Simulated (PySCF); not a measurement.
SiBrCl3, SMILES Cl[Si](Cl)(Cl)Br. Atoms are numbered in the order given.

```xyz
5

Cl    -1.6749    -0.9670     1.1137
Si     0.0000     0.0000     0.4206
Cl     1.6749    -0.9670     1.1137
Cl     0.0000     1.9340     1.1137
Br     0.0000     0.0000    -1.7910
```

Coordinates come from a PBE-D3(BJ)/def2-SVP optimisation.

Two levels are set side by side: PBE/pcSseg-1 (PySCF) and HF/pcSseg-1 (PySCF). GIAO shifts against HCl (³⁵Cl), TMS (²⁹Si) at the same level; non-relativistic, no solvent, atoms listed together averaged. Without spin–orbit terms, shifts of atoms bonded to Cl or Br come out too high at both levels. Differences are taken from unrounded values.

```tsv
quantity	HF	PBE	PBE minus HF
δ(³⁵Cl) of Cl1, Cl3, Cl4 (ppm)	136.5	267.5	131.0
δ(²⁹Si) of Si2 (ppm)	25.4	33.6	8.2
```

Rough cost on one machine, each run with all the roots and properties that it gave: HF against PBE within a factor of 2.
